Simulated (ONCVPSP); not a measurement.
How hard is this lanthanum ONCV potential?

ONCVPSP 4.0.1 input, shortened (lines: element, Z, core and valence counts, functional; n l f; lmax; l rc ep ncon nbas qcut; lloc lpopt rc5 dvloc0; l nproj debl; icmod fcfact rcfact), revPBE, fully relativistic:

```
  La 57.00    9    4  -102130      upf
    1    0    2.00
    2    0    2.00
    2    1    6.00
    3    0    2.00
    3    1    6.00
    3    2   10.00
    4    0    2.00
    4    1    6.00
    4    2   10.00
    5    0    2.00
    5    1    6.00
    5    2    1.00
    6    0    1.00
    3
    0    2.35    0.00    3    7    4.50
    1    2.95    0.00    5    9    5.50
    2    2.95    0.00    4    8    4.60
    3    3.20    0.09    3    6    3.80
    4    2    1.50    0.00
    0    3    3.60
    1    3    2.80
    2    3    0.50
    3    2    3.00
    0    0.00    0.00
```

Open shells are filled in proportion to 2j + 1.

In the f channel the program set the typed energies aside and used -0.367, 2.633 Ha (j = l + 1/2; the other j can differ).

**Question.** For each optimised wave give the share of its norm inside rc, the residual kinetic energy above qcut (Ha) and the cutoffs (Ha) for errors of 10, 1, 0.1 and 0.01 mHa per electron.

**Answer.**

```
               wave  norm inside rc  residual KE  10 mHa  1 mHa  0.1 mHa     0.01 mHa
                 5s           0.929      1.8e-05     5.2    7.4      9.0         15.3
                 6s           0.073      2.0e-05     3.8    7.1      9.0         12.8
      s projector 3           0.129      1.7e-03     8.9   11.0     26.5         43.2
           5p j=3/2           0.948      1.5e-07     3.6    7.9     10.6         12.5
p projector 2 j=3/2           0.169      1.3e-06     4.5   10.2     12.5         13.9
p projector 3 j=3/2           0.122      1.3e-04     9.3   12.0     16.4         30.3
           5p j=1/2           0.962      1.2e-07     3.8    5.7     10.3         12.2
p projector 2 j=1/2           0.172      1.2e-06     4.8    9.2     12.4         13.8
p projector 3 j=1/2           0.128      1.1e-04     8.7   11.6     15.7         29.1
           5d j=5/2           0.632      1.2e-07     4.3    6.0      7.4          8.6
d projector 2 j=5/2           0.205      1.4e-07     4.5    6.2      7.5          8.6
d projector 3 j=5/2           0.131      2.2e-07     4.7    6.4      7.8          8.8
           5d j=3/2           0.648      2.0e-07     4.5    6.2      7.6          8.8
d projector 2 j=3/2           0.202      2.2e-07     4.6    6.2      7.7          8.8
d projector 3 j=3/2           0.132      3.0e-07     4.8    6.5      8.0          8.9
f projector 1 j=7/2           0.984      1.1e-02     7.7   17.8     39.3         91.4
f projector 2 j=7/2           0.217      6.7e-02    19.2   31.2     67.2  not reached
f projector 1 j=5/2           0.985      1.1e-02     7.7   17.8     39.4         91.7
f projector 2 j=5/2           0.218      6.7e-02    19.2   31.1     67.0  not reached
```

The occupied waves need 7.9 Ha and 11 Ha for 1 and 0.1 mHa. The cutoffs count occupied waves only; projector 2 of the f channel, the hardest unoccupied one, needs 31 Ha at the loose tolerance. Its largest configuration-test error is +1750 meV.
